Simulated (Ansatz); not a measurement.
Computed with Ansatz on PBE0-D4/def2-TZVP structures; ΔE is electronic, products minus reactants. CCSD(T)/CBS adds triple-zeta CCSD(T) − MP2 to the extrapolated MP2 energy (def2 sets, frozen cores). DFT in def2-TZVPP. B3LYP here is the variant with VWN-RPA as its local correlation; programs differ in this. For Ga, Ge outer-core shells are correlated without core-valence functions, which leaves a few kJ/mol of doubt a bond. Scalar relativity is left out up to krypton. One conformer a species, not always the lowest.

Reaction (formal exchange of groups at a Ga–C bond): `[GaH2][CH]1CO1` + `C=C[CH2][GeH3]` → `[GaH2][GeH3]` + `C=CCC1CO1`

CCSD(T)/CBS gives -0.41 eV.

Q: Another level gave -0.44 eV. Which?
A. HF/def2-TZVPP
B. B3LYP/def2-TZVPP
C. MP2/def2-TZVPP
D. B2PLYP/def2-TZVPP

A: D. B2PLYP -0.44, MP2/def2-TZVPP -0.36, B3LYP -0.48, HF/def2-TZVPP -0.55 eV.

Largest T1 diagnostic among the species: 0.013.

In def2-TZVPP, CCSD(T) changes the Hartree–Fock value by +0.12 eV (the triples alone add +0.02 eV) and MP2 by +0.19 eV. From PBE to PBE0 (25 % exact exchange), in def2-TZVPP and without D4, ΔE moves by −0.04 eV.
